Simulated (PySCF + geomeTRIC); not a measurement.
Species: C3H4O, SMILES `O=C1CC1` (charge 0, multiplicity 1).

Q: Give a relaxed geometry from PBE-D3(BJ)/def2-TZVP run with PySCF + geomeTRIC.

A: the end point of this relaxation (outside a Z-matrix the atoms follow the SMILES, hydrogens last).
Cartesian coordinates (Å) in one orientation:
```xyz
8

O     -1.251     1.728    -0.045
C     -0.544     0.753    -0.018
C      0.823     0.209    -0.002
C     -0.450    -0.715     0.021
H      1.414     0.235    -0.921
H      1.411     0.285     0.916
H     -0.680    -1.284    -0.883
H     -0.683    -1.234     0.954
```
